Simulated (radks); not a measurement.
The numbers below are computed, except where a source is named.
Valence configurations of Ni (all share [Ar]). Level of theory: scalar-relativistic Kohn-Sham, r2SCAN, spin-polarised, spherical densities, finite nucleus; open shells are filled with parallel spins first; meta-GGA in the generalised Kohn-Sham scheme; Fermi nuclear charge, rms radius 3.7757 fm (a radial shooting solver on a logarithmic mesh with Libxc functionals). Energies are relative to 3d8 4s2; eigenvalues in eV for spin up.

3d8 4s2: E (eV) 0.000; moment (Bohr magnetons) 2; e(3d) -10.273; e(4s) -6.035
3d7 4s2 4p1: E (eV) 8.590; moment (Bohr magnetons) 4; e(3d) -18.251; e(4p) -3.044; e(4s) -8.906
3d9 4s1: E (eV) -1.115; moment (Bohr magnetons) 2; e(3d) -5.179; e(4s) -5.222
3d8 4s1 4p1: E (eV) 3.407; moment (Bohr magnetons) 4; e(3d) -11.827; e(4p) -2.621; e(4s) -7.891
3d6 4s2 4p2: E (eV) 21.714; moment (Bohr magnetons) 6; e(3d) -26.802; e(4p) -4.639; e(4s) -11.482
3d9 4p1: E (eV) 3.065; moment (Bohr magnetons) 2; e(3d) -7.159; e(4p) -1.908
3d8 4s1.5 4p0.5: E (eV) 2.034; moment (Bohr magnetons) 3; e(3d) -11.183; e(4p) -1.991; e(4s) -7.084
3d7 4s1.5 4p1.5: E (eV) 10.506; moment (Bohr magnetons) 5; e(3d) -18.881; e(4p) -3.639; e(4s) -9.706
3d8.5 4s1.5: E (eV) -0.731; moment (Bohr magnetons) 2; e(3d) -7.599; e(4s) -5.648
3d10: E (eV) 0.409; moment (Bohr magnetons) 0; e(3d) -1.793

NIST lists [Ar] 3d8 4s2 as the ground configuration; this level of theory puts 3d9 4s1 lower, by 1.115 eV. The energies are those of spherical high-spin densities, not of single terms.
